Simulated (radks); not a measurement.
Values are calculated unless marked as measured or tabulated.
All-electron atom: the bismuth ion Bi3+ in [Xe] 4f14 5d10 6s1 6p1 (not the ground configuration).

Code: a radial shooting solver on a logarithmic mesh with Libxc functionals. Model: scalar-relativistic Kohn-Sham, r2SCAN, spin-polarised, spherical densities, finite nucleus; open shells are filled with parallel spins first (spin-orbit coupling, left out, can overturn this in heavy ions); meta-GGA in the generalised Kohn-Sham scheme; Fermi nuclear charge, rms radius 5.5211 fm.

Energy parts (hartree):
part                       energy
total                 -21524.6810
kinetic                24397.8678
electron-nucleus      -53702.4688
Hartree                 8174.2298
exchange-correlation    -394.3098

Orbitals (lengths in bohr, moments of r in powers of bohr; <r^-3> diverges for s and p1/2; r(max) is where P^2 peaks):
1s up: occ. 1; eigenvalue (hartree) -3335.286; <r^2> 0.0003464; r(max) 0.009660
1s down: occ. 1; eigenvalue (hartree) -3335.284; <r^2> 0.0003464; r(max) 0.009660
2s up: occ. 1; eigenvalue (hartree) -601.3124; <r^2> 0.005244; r(max) 0.05618
2s down: occ. 1; eigenvalue (hartree) -601.3122; <r^2> 0.005244; r(max) 0.05618
2p up: occ. 3; eigenvalue (hartree) -514.5841; <r^2> 0.004487; <r^-3> 31040; r(max) 0.04691
2p down: occ. 3; eigenvalue (hartree) -514.5832; <r^2> 0.004487; <r^-3> 31040; r(max) 0.04691
3s up: occ. 1; eigenvalue (hartree) -146.4322; <r^2> 0.03365; r(max) 0.1583
3s down: occ. 1; eigenvalue (hartree) -146.4311; <r^2> 0.03365; r(max) 0.1583
3p up: occ. 3; eigenvalue (hartree) -121.5487; <r^2> 0.03498; <r^-3> 7253; r(max) 0.1587
3p down: occ. 3; eigenvalue (hartree) -121.5474; <r^2> 0.03498; <r^-3> 7253; r(max) 0.1587
3d up: occ. 5; eigenvalue (hartree) -96.46583; <r^2> 0.02904; <r^-3> 870.8; r(max) 0.1296
3d down: occ. 5; eigenvalue (hartree) -96.46472; <r^2> 0.02903; <r^-3> 870.8; r(max) 0.1296
4s up: occ. 1; eigenvalue (hartree) -34.72269; <r^2> 0.1603; r(max) 0.3558
4s down: occ. 1; eigenvalue (hartree) -34.71973; <r^2> 0.1603; r(max) 0.3558
4p up: occ. 3; eigenvalue (hartree) -26.53517; <r^2> 0.1837; <r^-3> 1792; r(max) 0.3757
4p down: occ. 3; eigenvalue (hartree) -26.53195; <r^2> 0.1837; <r^-3> 1792; r(max) 0.3757
4d up: occ. 5; eigenvalue (hartree) -17.11735; <r^2> 0.2057; <r^-3> 191.3; r(max) 0.3814
4d down: occ. 5; eigenvalue (hartree) -17.11361; <r^2> 0.2056; <r^-3> 191.4; r(max) 0.3814
5s up: occ. 1; eigenvalue (hartree) -7.00000; <r^2> 0.7782; r(max) 0.7717
5s down: occ. 1; eigenvalue (hartree) -6.99334; <r^2> 0.7782; r(max) 0.7721
4f up: occ. 7; eigenvalue (hartree) -6.76713; <r^2> 0.2322; <r^-3> 39.28; r(max) 0.3430
4f down: occ. 7; eigenvalue (hartree) -6.76313; <r^2> 0.2321; <r^-3> 39.30; r(max) 0.3430
5p up: occ. 3; eigenvalue (hartree) -4.70321; <r^2> 1.015; <r^-3> 339.4; r(max) 0.8601
5p down: occ. 3; eigenvalue (hartree) -4.69711; <r^2> 1.010; <r^-3> 339.6; r(max) 0.8606
5d up: occ. 5; eigenvalue (hartree) -2.10950; <r^2> 1.716; <r^-3> 24.60; r(max) 1.030
5d down: occ. 5; eigenvalue (hartree) -2.08592; <r^2> 1.655; <r^-3> 25.26; r(max) 1.027
6s up: occ. 1; eigenvalue (hartree) -1.56388; <r^2> 4.513; r(max) 1.818
6s down: occ. 0; eigenvalue (hartree) -1.44149; <r^2> 4.414; r(max) 1.791
6p up: occ. 1; eigenvalue (hartree) -1.08123; <r^2> 6.541; <r^-3> 46.85; r(max) 2.183
6p down: occ. 0; eigenvalue (hartree) -0.96231; <r^2> 6.870; <r^-3> 44.64; r(max) 2.204

The highest occupied level is 6p up at -29.422 eV. The configuration is held as typed, so some empty levels lie below it. Summed over all electrons, <r^2> = 42.88 bohr^2, which gives a Langevin (diamagnetic) susceptibility term of -34 x 10^-6 cm^3/mol. The density falls to 0.001 e/bohr^3 at r = 3.68 bohr. The electron density at the nucleus is 3.212e+06 e/bohr^3 (large components only). Spin moment in Bohr magnetons: 2.
